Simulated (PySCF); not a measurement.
PySCF job for OsF6, SMILES [F][Os]([F])([F])([F])([F])[F] (connectivity only; charge and spin as stated), neutral, multiplicity 3, r2SCAN-D4/def2-SVP. The structure is a stationary point at r2SCAN-D4/def2-SVP. The multiplicity is an assumed one; other spin states were not compared. The isomer is the one that the SMILES or the coordinates give; other isomers of the formula were not compared. The def2 effective core potentials stand for the cores of Os; spin–orbit coupling is left out.

```python
import numpy as np
from pyscf import gto, scf, dft, df
from pyscf.hessian import thermo

mol = gto.M(
    atom='''
    Os    0.00000000    0.00000000    0.00000000
    F    -1.29395440    0.74706496   -1.09011456
    F     1.29395440   -0.74706496    1.09011456
    F     1.29395440    0.74706496   -1.09011456
    F     0.00000000    1.49412980    1.09011465
    F    -0.00000000   -1.49412980   -1.09011465
    F    -1.29395440   -0.74706496    1.09011456
    ''',
    basis='def2-SVP',
    ecp={'Os': 'def2-svp'},
    charge=0,
    spin=2,
    max_memory=1600,
    verbose=3,
)
mf = dft.UKS(mol, xc='r2scan').density_fit(auxbasis='def2-universal-jkfit')
mf.disp = 'd4'
mf.grids.level = 4
mf.conv_tol = 1e-11
mf.max_cycle = 100
mf.kernel()
fine, coarse = mf.grids, dft.Grids(mol).set(level=1).build(with_non0tab=True)
for _ in range(3):  # follow internal instabilities
    mf.grids = coarse
    mo, _, stable, _ = mf.stability(return_status=True, nroots=4)
    mf.grids = fine
    if stable:
        break
    mf.kernel(mf.make_rdm1(mo, mf.mo_occ))

# [left out here: the lines that compute and print the analytic Hessian (its translational invariance restored by hand, since the grid's response is missing), thermochemistry and intensities]
```

Log of the run:

```

WARN: HOMO -0.531220630373137 >= LUMO -0.531221427275244

converged SCF energy = -689.135248934553  <S^2> = 2.0083004  2S+1 = 3.0055285
<class 'pyscf.df.df_jk.DFUKS'> wavefunction is stable in the internal stability analysis

WARN: MGGA Hessian is sensitive to dft grids. grids.level 4 may not be dense enough.


WARN: DFTD4 does not support analytical Hessian, using finite difference.


WARN: Mole.unit (angstrom) is changed to Bohr

Mode                                 0                   1                   2
Irrep
Freq [cm^-1]                      161.7798            161.8660            217.0021
Reduced mass [au]                  19.3423             19.3422             18.9984
Force const [Dyne/A]                0.2983              0.2986              0.5271
Char temp [K]                     232.7651            232.8891            312.2177
Normal mode                   x     y     z       x     y     z       x     y     z
       0  Os                -0.01  0.00  0.00   -0.00 -0.01 -0.00   -0.00  0.00  0.00
       1   F                 0.04 -0.04 -0.09   -0.04 -0.01  0.05   -0.05 -0.08 -0.00
       2   F                 0.04 -0.04 -0.09   -0.04 -0.01  0.05   -0.05 -0.08 -0.00
       3   F                 0.04  0.04  0.09    0.04 -0.01  0.05   -0.05  0.08  0.00
       4   F                -0.03 -0.00  0.00   -0.00  0.07 -0.11    0.09 -0.00  0.00
       5   F                -0.03 -0.00  0.00   -0.00  0.07 -0.11    0.09 -0.00  0.00
       6   F                 0.04  0.04  0.09    0.04 -0.01  0.05   -0.05  0.08  0.00
Mode                                 3                   4                   5
Irrep
Freq [cm^-1]                      225.5182            225.9818            262.1034
Reduced mass [au]                  18.9984             18.9984             23.1345
Force const [Dyne/A]                0.5693              0.5716              0.9364
Char temp [K]                     324.4705            325.1375            377.1084
Normal mode                   x     y     z       x     y     z       x     y     z
       0  Os                 0.00 -0.00 -0.00    0.00  0.00 -0.00    0.00  0.00 -0.03
       1   F                -0.01 -0.06 -0.06    0.06  0.08 -0.03   -0.06  0.03  0.05
       2   F                 0.01  0.06  0.06   -0.06 -0.08  0.03   -0.06  0.03  0.05
       3   F                -0.01  0.06  0.06   -0.06  0.08 -0.03    0.06  0.03  0.05
       4   F                 0.11 -0.00  0.00    0.00  0.02 -0.07   -0.00 -0.06  0.05
       5   F                -0.11  0.00 -0.00   -0.00 -0.02  0.07   -0.00 -0.06  0.05
       6   F                 0.01 -0.06 -0.06    0.06 -0.08  0.03    0.06  0.03  0.05
Mode                                 6                   7                   8
Irrep
Freq [cm^-1]                      279.0193            279.0932            279.2477
Reduced mass [au]                  22.7814             22.7822             18.9984
Force const [Dyne/A]                1.0450              1.0456              0.8729
Char temp [K]                     401.4466            401.5530            401.7752
Normal mode                   x     y     z       x     y     z       x     y     z
       0  Os                -0.00 -0.03 -0.00    0.03 -0.00  0.00   -0.00  0.00  0.00
       1   F                 0.05  0.08  0.02   -0.02 -0.05  0.03   -0.05  0.03  0.08
       2   F                 0.05  0.08  0.02   -0.02 -0.05  0.03    0.05 -0.03 -0.08
       3   F                -0.05  0.08  0.02   -0.02  0.05 -0.03    0.05  0.03  0.08
       4   F                 0.00 -0.01 -0.03   -0.11 -0.00 -0.00    0.00  0.05 -0.08
       5   F                 0.00 -0.01 -0.03   -0.11 -0.00 -0.00    0.00 -0.05  0.08
       6   F                -0.05  0.08  0.02   -0.02  0.05 -0.03   -0.05 -0.03 -0.08
Mode                                 9                  10                  11
Irrep
Freq [cm^-1]                      584.1029            584.5382            723.2260
Reduced mass [au]                  18.9984             18.9984             22.4410
Force const [Dyne/A]                3.8190              3.8247              6.9158
Char temp [K]                     840.3940            841.0204           1040.5612
Normal mode                   x     y     z       x     y     z       x     y     z
       0  Os                 0.00  0.00 -0.00    0.00 -0.00 -0.00   -0.03  0.00  0.00
       1   F                 0.08 -0.06  0.06    0.06 -0.02  0.03    0.07 -0.04  0.06
       2   F                -0.08  0.06 -0.06   -0.06  0.02 -0.03    0.07 -0.04  0.06
       3   F                 0.08  0.06 -0.06   -0.06 -0.02  0.03    0.07  0.04 -0.06
       4   F                 0.02 -0.00 -0.00    0.00  0.11  0.07    0.00 -0.00 -0.00
       5   F                -0.02  0.00  0.00   -0.00 -0.11 -0.07    0.00  0.00  0.00
       6   F                -0.08 -0.06  0.06    0.06  0.02 -0.03    0.07  0.04 -0.06
Mode                                12                  13                  14
Irrep
Freq [cm^-1]                      723.2386            723.4683            729.6102
Reduced mass [au]                  18.9984             22.4421             22.5765
Force const [Dyne/A]                5.8551              6.9208              7.0809
Char temp [K]                    1040.5793           1040.9098           1049.7467
Normal mode                   x     y     z       x     y     z       x     y     z
       0  Os                 0.00  0.00  0.00   -0.00 -0.03  0.00    0.00  0.00  0.03
       1   F                 0.07 -0.04  0.05   -0.04  0.03 -0.04   -0.06  0.03 -0.05
       2   F                -0.07  0.04 -0.06   -0.04  0.03 -0.04   -0.06  0.03 -0.05
       3   F                -0.07 -0.04  0.06    0.04  0.03 -0.04    0.06  0.03 -0.05
       4   F                -0.00 -0.08 -0.06    0.00  0.10  0.07    0.00 -0.07 -0.05
       5   F                -0.00  0.08  0.06    0.00  0.10  0.07    0.00 -0.07 -0.05
       6   F                 0.07  0.04 -0.05    0.04  0.03 -0.04    0.06  0.03 -0.05
temperature 298.1500 [K]
pressure 101325.00 [Pa]
Rotational constants [GHz] 1.98597 1.92380 1.92380
Symmetry number 6
Zero-point energy (ZPE) 0.01403 [Eh]   36843.760 [J/mol]
                           tot       elec      trans        rot        vib
Entropy [J/mol/K]       372.484      9.134    180.056    102.972     80.321
Cv [J/mol/K]            114.212      0.000     12.472     12.472     89.269
Cp [J/mol/K]            122.527      0.000     20.786     12.472     89.269
Internal energy [J/mol]                      3718.434   3718.434  50978.947
Internal energy [Eh]   -689.11300  -689.13525
Enthalpy [J/mol]                             6197.391   3718.434  50978.947
Enthalpy [Eh]          -689.11206
Gibbs free energy [J/mol]                  -47486.263 -26982.722  27031.192
Gibbs free energy [Eh] -689.15435
mode   freq/cm-1   IR/(km/mol)
   1      161.78         3.199
   2      161.87         3.195
   3      217.00         0.000
   4      225.52         0.000
   5      225.98         0.000
   6      262.10        19.027
   7      279.02        15.115
   8      279.09        15.134
   9      279.25         0.000
  10      584.10         0.000
  11      584.54         0.000
  12      723.23       162.548
  13      723.24         0.000
  14      723.47       162.633
  15      729.61       163.168
max |gradient| / (hartree/bohr): 0.00015241338952016827
APT charges: [ 3.1928 -0.5318 -0.5318 -0.5318 -0.532  -0.532  -0.5318]
```

The run converged.
